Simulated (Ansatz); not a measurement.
`[SiH3][GeH2][SiH2][GeH2][SiH2][GeH3]` → `[GeH2]` + `[SiH3][GeH2][SiH2][SiH2][GeH3]`  (germylene formation by 1,1-elimination)

Program: Ansatz. Geometries: PBE0-D4/def2-TZVP. ΔE: electronic, gas phase. CCSD(T)/CBS adds triple-zeta CCSD(T) − MP2 to the extrapolated MP2 energy (def2 sets, frozen cores). DFT in def2-TZVPP. For Ge outer-core shells are correlated without core-valence functions, which leaves a few kJ/mol of doubt a bond. Scalar relativity is left out up to krypton. Each species was taken in one conformer, which may not be the lowest.

`[SiH3][GeH2][SiH2][GeH2][SiH2][GeH3]`:

Z-matrix (Å, degrees):
```
Si
Ge 1 2.380
H 1 1.487 2 109.8
H 1 1.486 2 109.8 3 119.7
H 1 1.486 2 110.9 3 -120.0
Si 2 2.383 1 113.5 3 -175.6
H 2 1.542 1 108.2 3 -54.1
H 2 1.542 1 109.4 3 62.3
Ge 6 2.381 2 110.7 1 -81.1
H 6 1.489 2 109.3 1 39.3
H 6 1.489 2 109.5 1 157.6
Si 9 2.380 6 109.9 2 52.5
H 9 1.541 6 109.3 2 -68.6
H 9 1.541 6 109.9 2 173.1
Ge 12 2.379 9 109.2 6 52.5
H 12 1.488 9 108.9 6 -67.3
H 12 1.489 9 110.9 6 173.6
H 15 1.539 12 109.8 9 68.7
H 15 1.539 12 110.1 9 -50.0
H 15 1.538 12 111.8 9 -170.6
```

`[GeH2]`:

Z-matrix (Å, degrees):
```
Ge
H 1 1.595
H 1 1.594 2 90.6
```

`[SiH3][GeH2][SiH2][SiH2][GeH3]`:

```xyz
17

Si    2.533   -0.789    0.289
Ge    0.520   -1.900   -0.321
Si   -1.303   -1.042    0.951
Si   -1.209    1.291    0.886
Ge   -1.061    2.019   -1.376
H     2.774   -0.951    1.748
H     3.697   -1.337   -0.456
H     2.409    0.662   -0.012
H     0.663   -3.419   -0.106
H     0.242   -1.662   -1.818
H    -2.596   -1.514    0.380
H    -1.201   -1.533    2.354
H    -2.400    1.904    1.536
H     0.008    1.743    1.617
H    -1.006    3.554   -1.467
H    -2.278    1.526   -2.176
H     0.208    1.447   -2.030
```

```tsv
level	ΔE (kcal/mol)
PBE-D4	50.5
r2SCANh-D4	53.6
ωB97X-V	50.5
r2SCAN0	52.8
MP2/def2-TZVPP	55.3
CCSD(T)/def2-TZVPP	51.1
SCS-MP2/def2-QZVPP	50.2
CCSD/CBS(def2)	49.0
```

Problem. What does CCSD(T)/CBS give? (Estimate.)

Solution. Computed: +50.7 kcal/mol. The listed levels differ from it by -0.2, 2.9, -0.2, 2.1, 4.6, 0.4, -0.5, -1.7 kcal/mol.

Largest T1 diagnostic among the species: 0.013.

From PBE to PBE0 (25 % exact exchange), in def2-TZVPP and without D4, ΔE moves by +2.2 kcal/mol. Leaving LDA and LC-ωPBE aside and taking each functional with its dispersion term where it has one, the values, not all of them listed here, spread over 10.2 kcal/mol, from BLYP-D4 to PBE-QIDH. LDA lies +11.3 kcal/mol from PBE without D4. At CCSD(T), def2-SVP lies −3.6 kcal/mol from the extrapolated value and def2-TZVPP +0.4 kcal/mol.
